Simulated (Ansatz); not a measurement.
`C[SiH](F)[O][AlH2]` → `C[Si]F` + `[OH][AlH2]`  (silylene formation by 1,1-elimination)

Isolated molecules relaxed with PBE0-D4/def2-TZVP in Ansatz; ΔE leaves out vibrations. CBS: MP2 limit from def2 TZ/QZ plus the TZ coupled-cluster correction, frozen cores. This one scheme is used for every species. One conformer a species, not always the lowest.

| level | ΔE (kJ/mol) |
| --- | --- |
| CCSD(T)/def2-TZVPP | 333.7 |
| MP2/def2-QZVPP | 351.7 |

Task: What does CCSD(T)/CBS give? (An estimate is asked.)

Result: Ansatz gave: +336.6 kJ/mol. The listed levels differ from it by -2.9, 15.1 kJ/mol.

Largest T1 diagnostic among the species: 0.014.

From PBE to PBE0 (25 % exact exchange), in def2-TZVPP and without D4, ΔE moves by +23.0 kJ/mol. The D4 term adds +13.2 kJ/mol with B3LYP and +7.4 kJ/mol with PBE0; it sums over pairs of atoms, weighted by their polarisabilities, and B3LYP, whose exchange is more repulsive, gets the larger term.

B3LYP here is the variant with VWN-RPA as its local correlation; programs differ in this.
